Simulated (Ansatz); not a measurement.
Program: Ansatz. Geometries: PBE0-D4/def2-TZVP. ΔE: electronic, gas phase. CCSD(T)/CBS is the MP2 limit (def2-TZVPP, def2-QZVPP) plus CCSD(T) − MP2 in def2-TZVPP, frozen cores. This one scheme is used for every species. Functionals use def2-TZVPP. One conformer a species, not always the lowest.

`C[CH2][Al]([CH3])[OH]` + `O[SiH3]` → `[CH3][Al]([OH])[O][SiH3]` + `CC`  (ligand exchange at the Al–C bond)

`C[CH2][Al]([CH3])[OH]`:

Cartesian coordinates in Å:
```
C -1.201 -1.003 -1.166
C -0.708 0.439 -1.034
Al 0.560 0.763 0.429
C 1.151 -0.609 1.676
O 1.208 2.322 0.664
H -0.376 -1.698 -1.343
H -1.706 -1.343 -0.257
H -1.909 -1.127 -1.992
H -1.562 1.117 -0.903
H -0.242 0.764 -1.973
H 0.308 -1.024 2.238
H 1.874 -0.219 2.396
H 1.616 -1.451 1.153
H 0.988 3.070 0.112
```

`O[SiH3]`:

Cartesian coordinates in Å:
```
O -0.502 0.264 -1.150
Si 0.257 0.046 0.297
H -1.256 -0.292 -1.347
H -0.663 0.291 1.442
H 1.366 1.026 0.326
H 0.797 -1.334 0.432
```

`[CH3][Al]([OH])[O][SiH3]`:

Cartesian coordinates in Å:
```
C -2.053 -0.404 -0.875
Al -0.274 0.351 -0.858
O 0.244 1.295 -2.166
O 0.782 0.091 0.431
Si 1.648 -0.249 1.757
H -2.632 -0.053 -1.732
H -2.012 -1.496 -0.922
H -2.599 -0.148 0.037
H 1.113 1.690 -2.214
H 2.435 -1.496 1.552
H 2.591 0.862 2.057
H 0.756 -0.442 2.933
```

`CC`:

Z-matrix (Å, degrees):
```
C
C 1 1.519
H 1 1.093 2 111.4
H 1 1.093 2 111.4 3 120.0
H 1 1.093 2 111.4 3 -120.0
H 2 1.093 1 111.4 3 180.0
H 2 1.093 1 111.4 3 -60.0
H 2 1.093 1 111.4 3 60.0
```

```json
{"level": "PBE0", "ΔE (kJ/mol)": "-176.3"}
{"level": "BHLYP", "ΔE (kJ/mol)": "-196.3"}
```

What does CCSD(T)/CBS give? (Estimate.)

Computed: -183.0 kJ/mol. The listed levels differ from it by 6.7, -13.3 kJ/mol.

Largest T1 diagnostic among the species: 0.012.

From BLYP to BHLYP (50 % exact exchange), in def2-TZVPP and without D4, ΔE moves by −12.3 kJ/mol. Leaving LDA and LC-ωPBE aside and taking each functional with its dispersion term where it has one, the values, not all of them listed here, spread over 27.3 kJ/mol, from BHLYP-D4 to revPBE-D4. In def2-TZVPP, CCSD(T) changes the Hartree–Fock value by +22.0 kJ/mol (the triples alone add +3.5 kJ/mol) and MP2 by +20.4 kJ/mol.
